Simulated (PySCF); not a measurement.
Cost against size for one kind of job: GIAO PBE0/pcSseg-1 NMR shielding, non-relativistic, gas phase in PySCF 2.14.0, density-fitted response routines; work: shieldings, ring-centre shieldings, charges and field gradients. Hardware: one thread, Arm Neoverse V1 (aarch64) (shared host). Times come from a shared host and carry two figures at best. Peak memory is the resident size of the whole Python process, interpreter and libraries included.

| species (SMILES) | atoms | electrons | basis functions | SCF cycles | wall time | peak memory |
| --- | --- | --- | --- | --- | --- | --- |
| C=C1[SiH2][C@H]1C(N)=O | 14 | 60 | 161 | 15 | 19 s | 0.74 GiB |
| CCC1=CC[SiH2][C@@H]1F | 19 | 70 | 198 | 14 | ? | ? |
| CC1=C(C=O)C[Si@H](Cl)C1 | 18 | 84 | 212 | 15 | 47 s | 0.88 GiB |
| CC1=C(C[SiH2]Cl)C(=O)C1 | 18 | 84 | 212 | 15 | 48 s | 1.0 GiB |
| [SiH3]OC1=CCC/C1=C\Cl | 18 | 84 | 212 | 14 | 44 s | 0.95 GiB |

Question: Estimate the withheld figures.

Answer: `CCC1=CC[SiH2][C@@H]1F`: 40 s, 0.88 GiB.
